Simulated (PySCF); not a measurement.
Mo(NH)2(F)(Me) (CH₅FMoN₂), SMILES [CH3][Mo](=[NH])(=[NH])[F], multiplicity 1. Geometry optimised at PBE0-D3(BJ)/def2-SVP. The multiplicity is an assumed one; no other spin state was optimised. The structure was generated by enumeration; whether it is a known compound was not checked. The def2 effective core potentials stand for the cores of Mo; spin–orbit coupling is left out.

Computed with PBE0-D3(BJ)/def2-SVP run with PySCF 2.14.0.

Harmonic wavenumbers (cm⁻¹): 160, 163, 216, 222, 235, 302, 398, 547, 608, 628, 628, 722, 755, 779, 1021, 1053, 1194, 1398, 1409, 3043, 3154, 3183, 3631, 3634. Rotational constants (GHz): 3.609, 3.115, 2.918; symmetry number 1.

Problem. Work out the zero-point energy and the ideal-gas rigid-rotor harmonic-oscillator thermochemistry at 298.15 K and 1 atm.

Solution. ZPE = ½ Σ hcν = ½ × 29083 cm⁻¹ = 41.58 kcal/mol. H − E(el) = 46.81 kcal/mol. Entropy in cal/(mol K): translation 41.12, rotation 26.69, vibration 15.99, total 83.80. G − E(el) = 21.82 kcal/mol. Cp = 27.69 cal/(mol K).
